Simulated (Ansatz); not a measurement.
Ansatz (a program for electronic structure) input (B3LYP/def2-SVP):

Ansatz 0.2 input:
```yaml
crystal:
  periodic: [false, false, false]
  atoms:
    - {symbol: C, position_ang: [1.60391100, 0.16073300, 0.18610100]}
    - {symbol: C, position_ang: [0.41228000, -0.75592800, -0.11930400]}
    - {symbol: C, position_ang: [-0.88188300, -0.28173700, 0.50118600]}
    - {symbol: F, position_ang: [-1.31338600, 0.85857400, -0.39198900]}
    - {symbol: H, position_ang: [1.40617600, 1.16159400, -0.20643100]}
    - {symbol: H, position_ang: [1.73055100, 0.25306500, 1.26918000]}
    - {symbol: H, position_ang: [2.54164000, -0.20225100, -0.25993300]}
    - {symbol: H, position_ang: [0.36727500, -0.87762800, -1.22897400]}
    - {symbol: H, position_ang: [0.61502500, -1.75524100, 0.29544500]}
    - {symbol: H, position_ang: [-1.64604300, -1.04511800, 0.25071500]}
basis:
  gaussian:
    orbitals: def2-SVP
hamiltonian:
  xc: {name: B3LYP}
total_charge: -1
output: {forces: true}
```

Output:

```
Functional definition: B3LYP
integrals: 0.04 GiB planned
883 factors; integrals over basis functions are off by at most 1.3e-3 eV
mean field: 0.27 GiB planned
mean field evaluation 1: about -5915.5411 eV, gradient 3.7e1 eV
mean field evaluation 2: about -5912.7332 eV, gradient 5.1e1 eV
mean field evaluation 4: about -5919.0339 eV, gradient 2.3e0 eV
mean field evaluation 8: about -5919.2322 eV, gradient 1.7e-1 eV
mean field evaluation 16: about -5919.2323 eV, gradient 5.1e-5 eV
mean field -5919.23225278 eV, -217.5277730899 hartree, gradient 1.3e-5 eV, S^2 0.000000; 0 other end points of the search recorded, 0 dependent functions left out
the calculation of the forces begins
reference -5919.23248444 eV, -217.5277816033 hartree; 17, 17 occupied and 69, 69 virtual orbitals, 883 factors
Total energy: -5919.23248444 eV, -217.5277816033 hartree
Atom 0 at     1.603911     0.160733     0.186101 Å, force    -0.139817    -0.254839    -0.104385 eV/Å
Atom 1 at     0.412280    -0.755928    -0.119304 Å, force    -0.226565     0.248857     0.184415 eV/Å
Atom 2 at    -0.881883    -0.281737     0.501186 Å, force     0.033809     0.667363     0.064084 eV/Å
Atom 3 at    -1.313386     0.858574    -0.391989 Å, force     0.174213    -0.241372     0.180357 eV/Å
Atom 4 at     1.406176     1.161594    -0.206431 Å, force    -0.108792     0.314151    -0.116394 eV/Å
Atom 5 at     1.730551     0.253065     1.269180 Å, force     0.014962     0.054738     0.342853 eV/Å
Atom 6 at     2.541640    -0.202251    -0.259933 Å, force     0.316632    -0.077535    -0.141321 eV/Å
Atom 7 at     0.367275    -0.877628    -1.228974 Å, force     0.068332    -0.049171    -0.386480 eV/Å
Atom 8 at     0.615025    -1.755241     0.295445 Å, force     0.103666    -0.321216     0.094809 eV/Å
Atom 9 at    -1.646043    -1.045118     0.250715 Å, force    -0.236440    -0.340976    -0.117938 eV/Å
Dipole moment:     0.566511    -0.098406    -0.314436 e Å
```

The dipole moment of an ion depends on the origin.

The geometry given is a B3LYP-D3(BJ)/def2-TZVP minimum.
